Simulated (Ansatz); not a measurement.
Geometry optimisation of ClGeH4N, SMILES `[NH2][GeH2][Cl]`.

```yaml
crystal:
  periodic: [false, false, false]
  atoms:
    - {symbol: N, position_ang: [-0.791796, 0.539695, -0.731108]}
    - {symbol: Ge, position_ang: [0.582781, -0.003534, 0.357893]}
    - {symbol: Cl, position_ang: [0.392511, -2.089048, 1.047794]}
    - {symbol: H, position_ang: [-1.712194, 0.523943, -0.276128]}
    - {symbol: H, position_ang: [-0.860979, 0.008981, -1.607434]}
    - {symbol: H, position_ang: [0.560310, 0.880832, 1.624300]}
    - {symbol: H, position_ang: [1.890568, 0.071132, -0.461018]}
basis:
  gaussian: {orbitals: def2-TZVP}
hamiltonian: {xc: pbe0, dispersion: d4}
relax: {f_tol: 0.005, max_steps: 150}
```

```sh
$ ansatz run in.yaml --threads 2 --pin off --events-out ev --progress --plain
```

It prints (some lines left out):

```
Functional definition: PBE0
mean field -70585.63277314 eV, -2593.9741597525 hartree, gradient 1.3e-5 eV, S^2 0.000000; 0 other end points of the search recorded, 0 dependent functions left out
relax step   1: F+E_penalty+E_count = -70585.74056348 eV  Δ(F+E_penalty+E_count) = +0.000e0 eV  max|allowed force component| = 5.771e-1 eV/Å  Δτ_max = 0.0000 Å  (26 SCF iters, accepted)
mean field -70585.65571188 eV, -2593.9750027357 hartree, gradient 1.1e-5 eV, S^2 0.000000; 0 other end points of the search recorded, 0 dependent functions left out
relax step   2: F+E_penalty+E_count = -70585.76443525 eV  Δ(F+E_penalty+E_count) = -2.387e-2 eV  max|allowed force component| = 1.701e-1 eV/Å  Δτ_max = 0.0489 Å  (31 SCF iters, accepted)
mean field -70585.65813778 eV, -2593.9750918859 hartree, gradient 1.1e-5 eV, S^2 0.000000; 0 other end points of the search recorded, 0 dependent functions left out
relax step   3: F+E_penalty+E_count = -70585.76695334 eV  Δ(F+E_penalty+E_count) = -2.518e-3 eV  max|allowed force component| = 6.477e-2 eV/Å  Δτ_max = 0.0117 Å  (32 SCF iters, accepted)
mean field -70585.65852266 eV, -2593.9751060302 hartree, gradient 1.2e-5 eV, S^2 0.000000; 0 other end points of the search recorded, 0 dependent functions left out
relax step   4: F+E_penalty+E_count = -70585.76735329 eV  Δ(F+E_penalty+E_count) = -3.999e-4 eV  max|allowed force component| = 3.532e-2 eV/Å  Δτ_max = 0.0048 Å  (32 SCF iters, accepted)
mean field -70585.65890589 eV, -2593.9751201136 hartree, gradient 1.2e-5 eV, S^2 0.000000; 0 other end points of the search recorded, 0 dependent functions left out
relax step   5: F+E_penalty+E_count = -70585.76764511 eV  Δ(F+E_penalty+E_count) = -2.918e-4 eV  max|allowed force component| = 1.978e-2 eV/Å  Δτ_max = 0.0166 Å  (31 SCF iters, accepted)
mean field -70585.65887424 eV, -2593.9751189504 hartree, gradient 1.2e-5 eV, S^2 0.000000; 0 other end points of the search recorded, 0 dependent functions left out
relax step   6: F+E_penalty+E_count = -70585.76766324 eV  Δ(F+E_penalty+E_count) = -1.814e-5 eV  max|allowed force component| = 2.514e-2 eV/Å  Δτ_max = 0.0050 Å  (32 SCF iters, accepted)
mean field -70585.65890438 eV, -2593.9751200581 hartree, gradient 7.3e-6 eV, S^2 0.000000; 0 other end points of the search recorded, 0 dependent functions left out
relax step   7: F+E_penalty+E_count = -70585.76768529 eV  Δ(F+E_penalty+E_count) = -2.205e-5 eV  max|allowed force component| = 5.958e-4 eV/Å  Δτ_max = 0.0013 Å  (23 SCF iters, accepted)
mean field -70585.65890438 eV, -2593.9751200581 hartree, gradient 9.4e-6 eV, S^2 0.000000; 1 other end points of the search recorded, 0 dependent functions left out
Total energy: -70585.76771308 eV, -2593.9791187039 hartree
Atom 0 at    -0.792887     0.515542    -0.722678 Å, force     0.000462    -0.000135     0.000215 eV/Å
Atom 1 at     0.579883     0.003327     0.353226 Å, force    -0.000596     0.000253    -0.000414 eV/Å
Atom 2 at     0.394497    -2.054565     1.034501 Å, force    -0.000059    -0.000079    -0.000004 eV/Å
Atom 3 at    -1.700870     0.526836    -0.279600 Å, force    -0.000044     0.000057     0.000420 eV/Å
Atom 4 at    -0.858894     0.014672    -1.597694 Å, force     0.000290    -0.000145    -0.000169 eV/Å
Atom 5 at     0.559310     0.864877     1.617190 Å, force    -0.000153     0.000098     0.000210 eV/Å
Atom 6 at     1.880162     0.061312    -0.450645 Å, force     0.000099    -0.000049    -0.000258 eV/Å
Dipole moment:    -0.136432     0.260036    -0.188210 e Å
```

It took 19 s on 2 threads of a server CPU on a shared host, with 0.35 GiB of host memory at the peak.
